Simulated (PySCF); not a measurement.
# Which determinant of AlGa⁺ lies lowest?

Unrestricted PBE0; Al 6-31G(d,p), Ga 6-31G(d,p); no relativity (PySCF 2.14). Outer shells of the fragments: Al+ 3s2; Ga 3d10 4s2 4p1.

Followed along the bond (rough minima from three points):

```csv
2Ms+1,unpaired,⟨S²⟩ at the start,R at minimum (Å),Te (eV)
2,σ ↑,0.76,3.20,0.00
2,π ↑,0.75,2.80,0.60
4,"σ ↑↑, π ↑",3.75,2.51,2.97
```

Solutions found at the starting distance of 2.500 Å, counted from the lowest of them; the search is not exhaustive and high or unbound solutions are not listed, so other states can lie among these:

```
2Ms+1   unpaired   term  E (eV)  ⟨S²⟩  ⟨Lz²⟩  μ (D)
    2        σ ↑    ²Σ⁺    0.00  0.76   0.00  -2.90
    2        π ↑     ²Π    0.03  0.75   1.00  -2.98
    4  σ ↑↑, π ↑     ⁴Π    2.24  3.75   1.00  -3.06
    4  σ ↑, π ↑↑    ⁴Σ⁻    2.60  3.76   0.00  -2.80
    2  σ ↑↑, π ↓  mixed    2.88  1.75   1.00  -3.32
    2  σ ↑, π ↑↓  mixed    3.25  1.77   2.01  -3.03
    2        σ ↑  mixed    3.78  0.96   2.00  -3.14
    4  σ ↑, π ↑↑  mixed    4.57  3.77   2.01  -3.49
    4      σ ↑↑↑    ⁴Σ⁺    7.39  3.75   0.00  -2.90
```

A term symbol is given only where ⟨S²⟩ and ⟨Lz²⟩ are close to those of a pure state; real π, δ and φ orbitals otherwise mix terms. A positive dipole points towards Ga; it is taken about the centre of mass and depends on that origin.

Compare the gap between the two lowest followed solutions at the starting distance with the gap between their minima.

At PBE0 the second solution (doublet, unpaired electrons π ↑) lies +0.03 eV from the first (doublet, unpaired electrons σ ↑) at 2.500 Å and +0.60 eV at the minima; the two curves relax by different amounts, since their minima lie near 2.80 and 3.20 Å.

Spin–orbit coupling is left out. Counting both spins, an empty level lies below a filled one in some of these solutions, because spin and occupation are held.
